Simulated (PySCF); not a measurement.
# ECD: SMILES C[Se]C(F)=C=C=C=CF, C6H4F2Se

Geometry:
```json
{"atom": "C1", "x (Å)": "-2.254", "y (Å)": "0.515", "z (Å)": "0.561"}
{"atom": "Se2", "x (Å)": "-2.714", "y (Å)": "0.391", "z (Å)": "-1.329"}
{"atom": "C3", "x (Å)": "-0.974", "y (Å)": "-0.068", "z (Å)": "-1.954"}
{"atom": "F4", "x (Å)": "-0.972", "y (Å)": "-0.233", "z (Å)": "-3.286"}
{"atom": "C5", "x (Å)": "0.094", "y (Å)": "-0.213", "z (Å)": "-1.211"}
{"atom": "C6", "x (Å)": "1.059", "y (Å)": "-0.295", "z (Å)": "-0.391"}
{"atom": "C7", "x (Å)": "2.040", "y (Å)": "-0.421", "z (Å)": "0.405"}
{"atom": "C8", "x (Å)": "3.054", "y (Å)": "-0.491", "z (Å)": "1.225"}
{"atom": "F9", "x (Å)": "3.815", "y (Å)": "0.580", "z (Å)": "1.525"}
{"atom": "H10", "x (Å)": "-1.928", "y (Å)": "-0.460", "z (Å)": "0.916"}
{"atom": "H11", "x (Å)": "-3.148", "y (Å)": "0.828", "z (Å)": "1.093"}
{"atom": "H12", "x (Å)": "-1.463", "y (Å)": "1.249", "z (Å)": "0.689"}
{"atom": "H13", "x (Å)": "3.387", "y (Å)": "-1.382", "z (Å)": "1.740"}
```

The calculation used TDDFT CAM-B3LYP/def2-SVPD circular dichroism and optical rotation, one conformer, gas phase (PySCF). Geometry: GFN2-xTB.

The calculation is non-relativistic, which matters for the atoms heavier than Zn. No stereocentre is labelled: unless the shape is locked (an allene, a helicene, a hindered biaryl), the mirror image is equally populated and a measured rotation or CD is zero.

**Question.** List the lowest 12 singlet excitations with oscillator and rotatory strengths.

**Answer.** Rotatory strengths R in 10⁻⁴⁰ esu² cm², velocity form and length form (origin at the centre of mass); f in length form.
```tsv
state	E (eV)	λ (nm)	f	R (velocity)	R (length)	main
1	3.09	402	0.0004	+1.6	+1.3	HOMO→LUMO 0.91
2	3.92	317	0.0001	-1.6	-2.0	HOMO−1→LUMO+1 0.97
3	4.21	295	0.109	+5.0	+5.4	HOMO→LUMO+1 0.75, HOMO−1→LUMO 0.23
4	4.73	262	0.0002	-8.4	-8.8	HOMO→LUMO+2 0.42, HOMO−2→LUMO 0.39
5	5.22	237	0.944	-25.3	-25.8	HOMO−1→LUMO 0.56, HOMO−2→LUMO+1 0.21
6	5.49	226	0.002	+1.1	+1.2	HOMO−2→LUMO 0.46, HOMO→LUMO+2 0.39
7	5.87	211	0.025	-1.8	-1.7	HOMO→LUMO+3 0.80
8	6.22	199	0.017	-15.6	-16.6	HOMO→LUMO+4 0.68
9	6.30	197	1.177	-5.3	-3.4	HOMO−2→LUMO+1 0.66, HOMO−1→LUMO 0.16
10	6.69	185	0.002	+5.1	+4.9	HOMO−5→LUMO 0.57, HOMO−2→LUMO+2 0.13
11	6.73	184	0.019	+1.7	+1.5	HOMO−1→LUMO+2 0.46, HOMO−1→LUMO+4 0.30
12	6.83	182	0.009	+1.8	+1.9	HOMO→LUMO+7 0.31, HOMO−3→LUMO+1 0.16
```

Among the states computed, the strongest CD band (largest |R|) is state 5. The largest dissymmetry factor in size, g = 4R/(D+G), with D and G the electric and magnetic dipole strengths, is -0.26 for state 4 (velocity form, f = 0.0002), among bands with |R| over 0.5. The mirror image has the same energies and oscillator strengths and all R with the opposite sign.
